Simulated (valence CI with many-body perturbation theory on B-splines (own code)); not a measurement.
Energy levels of Sc¹⁵⁺

Calculated by configuration interaction combined with many-body perturbation theory (CI+MBPT): four valence electrons over a frozen Dirac-Fock core [He], radial functions for each j: 11 s, 11 p, 10 d, 8 f, 5 g, 2 h, with the one-electron correlation potential Σ1 (screened to all orders), the two-electron term Σ2, the three-electron term Σ3, Breit, model QED; selected single and double excitations, second order for the rest, scaled by the run's own slope (own B-spline code, finite nucleus).

No measured levels were compared; by estimate levels of excited configurations hold to 0.05 to 0.15 % of their energy, terms of the ground configuration to about 0.5 %. Among the levels kept, up to 890 cm⁻¹ of a level comes from second order outside the variational space, and about a tenth of that is noise between levels of different J, which matters for small intervals.

Levels 136 to 180 of 189, with energies above the lowest level, 2s²2p² ³P_0. "Leading %" is the weight of the configuration and term that name the level; weights of strongly mixed levels are sums over their largest components and can fall short.

```tsv
No.	Configuration	Term	J	E (× 10³ cm⁻¹)	Leading %	Second component	g
136	2s2p²3d	³P	0	5481.8	98		
137	2s2p²3d	³P	1	5483.4	96		1.500
138	2s2p²3d	³P	2	5485.3	87	9 % 2s2p²3d ¹D	1.447
139	2s2p²3d	³S	1	5496.5	83	12 % 2s2p²3d ¹P	1.871
140	2s2p²3d	¹D	2	5500.3	86	10 % 2s2p²3d ³P	1.051
141	2s2p²3d	¹P	1	5508.8	82	12 % 2s2p²3d ³S	1.114
142	2s2p²3p	¹D°	2	5509.2	91	5 % 2s2p²3p ³P°	1.029
143	2p³3s	⁵S°	2	5526.8	97		1.987
144	2s2p²3d	¹S	0	5538.7	95		
145	2s2p²3p	¹P°	1	5542.9	92		1.032
146	2s2p²3d	³F	2	5559.3	59	23 % 2s2p²3d ³D	0.842
147	2s2p²3d	³D	1	5562.7	83	11 % 2s2p²3d ¹P	0.597
148	2s2p²3d	³D	3	5563.0	51	41 % 2s2p²3d ³F	1.211
149	2s2p²3d	³D	2	5574.7	71	9 % 2s2p²3d ¹D	1.138
150	2s2p²3d	³D	3	5600.3	52	44 % 2s2p²3d ³F	1.213
151	2s2p²3d	³F	4	5601.1	94		1.245
152	2p³3s	³S°	1	5606.4	74	21 % 2s2p²3p ³S°	1.955
153	2s2p²3d	³D	2	5612.9	39	26 % 2s2p²3d ³F	0.985
154	2s2p²3d	¹P	1	5614.7	61	27 % 2s2p²3d ³D	0.871
155	2s2p²3d	³D	3	5620.9	87	7 % 2s2p²3d ³F	1.310
156	2s2p²3d	³D	1	5624.5	78	18 % 2s2p²3d ¹P	0.601
157	2s2p²3d	¹D	2	5626.4	50	43 % 2s2p²3d ³D	1.083
158	2s2p²3d	³P	2	5637.6	78	15 % 2s2p²3d ³D	1.432
159	2s2p²3d	³P	1	5645.9	85	9 % 2s2p²3d ¹P	1.450
160	2s2p²3d	³P	0	5646.0	96		
161	2p³3s	³D°	1	5656.1	90		0.554
162	2p³3s	³D°	2	5657.5	90	4 % 2p³3s ³P°	1.181
163	2s2p²3d	¹F	3	5659.0	92		1.010
164	2p³3s	³D°	3	5662.7	95		1.332
165	2p³3p	⁵P	1	5662.8	95		2.463
166	2p³3p	⁵P	2	5665.6	92		1.807
167	2p³3p	⁵P	3	5672.6	97		1.659
168	2p³3s	¹D°	2	5690.0	89	5 % 2s2p²3p ¹D°	1.019
169	2s2p²3d	¹D	2	5696.1	87		1.039
170	2p³3p	³P	1	5707.3	92		1.492
171	2p³3p	³P	2	5710.6	88	4 % 2p³3p ⁵P	1.486
172	2p³3p	³P	0	5713.3	98		
173	2p³3p	³D	1	5769.2	55	38 % 2p³3p ¹P	0.747
174	2p³3s	³P°	0	5773.5	93		
175	2p³3s	³P°	1	5777.2	88		1.471
176	2p³3p	³D	2	5780.1	73	22 % 2p³3p ³F	1.053
177	2p³3p	³D	3	5786.7	66	30 % 2p³3p ³F	1.251
178	2p³3s	³P°	2	5787.7	84	4 % 2p³3s ¹D°	1.470
179	2p³3p	³F	2	5791.4	67	25 % 2p³3p ³D	0.811
180	2p³3p	¹P	1	5792.4	57	39 % 2p³3p ³D	0.809
```

Names give the largest LS component (configuration and term), which can be under half, so a name can repeat, a term be missing and a line seem to break the LS rules; names also repeat where a configuration has a term twice.
